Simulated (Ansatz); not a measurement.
C₂H₃O₂, charge -1, singlet, at a GFN2-xTB geometry (a gas-phase anion, which may not be bound at this level). Base run: MP2/6-311G** run with Ansatz (an electronic-structure program).

Ansatz was given this input:
Ansatz 0.2 input:
```yaml
crystal:
  periodic: [false, false, false]
  atoms:
    - {symbol: C, position_ang: [-1.15412904, -0.13368505, -0.00475851]}
    - {symbol: O, position_ang: [-0.72670803, -1.11946687, 0.60148897]}
    - {symbol: O, position_ang: [0.00963198, 0.80173294, -0.46742437]}
    - {symbol: C, position_ang: [1.28691312, 0.41218812, -0.14832584]}
    - {symbol: H, position_ang: [1.79443639, 1.15884469, 0.49102832]}
    - {symbol: H, position_ang: [1.24026991, -0.54555805, 0.40753573]}
    - {symbol: H, position_ang: [1.90519756, 0.25756633, -1.05257476]}
basis:
  gaussian:
    orbitals: 6-311G__.json
total_charge: -1
magnetization: {spin_polarized: false}
correlation: {method: mp2}
```
The basis file holds 6-311G** in the JSON format of the Basis Set Exchange.

Each row names what was changed in the base input (with any setting that the change needs).

```csv
change,ΔE vs base (kcal/mol),MP2 correlation (Eh),basis functions
base,0.000,-0.68518,90
method = bccd,-10.68,-0.68518,90
electrons = outside_noble_gas,0.000,-0.68518,90
method = rpa,-44.18,-,90
method = ccsd,-12.26,-0.68518,90
lower_state_search = off,0.000,-0.68518,90
electrons = all,-46.74,-0.75967,90
reference functional = pbe0,-21.50,-,90
method = bccd_t,-29.85,-0.68518,90
"fitting = cc-pVTZ-JKFIT (mean field), cc-pVTZ-RIFIT (correlation)",0.088,-0.68512,90
```

A gas-phase anion may not be bound at this level; its values then depend on the basis.
